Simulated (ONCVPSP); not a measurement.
# titanium (Ti), ONCV: configuration errors across variants

```
Element                 : Ti (Z = 22)
Generator               : ONCVPSP 4.0.1
Type                    : optimised norm-conserving Vanderbilt (ONCV)
Functional              : LDA (Perdew-Zunger)
Relativity              : scalar-relativistic
Frozen core             : [Ar]
Valence charge          : 4
Reference configuration : 3d2 4s2
Partial waves           : 4s: rc 3.05 bohr, ncon 4, nbas 9, qcut 2.6 1/bohr, 2 projectors, debl 2.6 Ha; p scattering state at 0.34 Ha: rc 2.65 bohr, ncon 3, nbas 8, qcut 3.6 1/bohr, 1 projector; 3d: rc 2.30 bohr, ncon 4, nbas 9, qcut 5.8 1/bohr, 2 projectors, debl 1.2 Ha
Local potential         : polynomial inside 1.85 bohr (lpopt 3, dvloc0 6 Ha)
Core correction         : Teter function, fcfact 3.25, rcfact 1.05
```

In the p channel the program set the typed energies aside and used 0.050 Ha.

All-electron excitation energies from the reference (eV): (1) 3d2 4s1 7.536; (2) 3d2 4s0 21.336; (3) 3d1 4s0 48.525; (4) 3d3 4s0 7.558.

2 further variants failed, have other tests or too few solved ones, and are left out.

Errors AE − PS in meV (a dash: test not solved or not reliable):

| change | (1) | (2) | (3) | (4) | bound ghosts | GHOST(+) flags above zero |
| --- | --- | --- | --- | --- | --- | --- |
| base | +11 | +90 | +438 | +99 | none | s |
| s: qcut 1.7 | +6.2 | +52 | +232 | +176 | none | s |
| s: qcut 2.1 | +8.7 | +72 | +337 | +137 | none | s |
| s: qcut 2.8 | +11 | +94 | +463 | +90 | none | none |
| s: qcut 3.1 | +11 | +99 | +493 | +79 | none | none |

Task: Give the same row for: s: qcut 2.4.

Result: +10, +84, +405, +113; bound ghosts: none; GHOST(+) flags above zero: s.
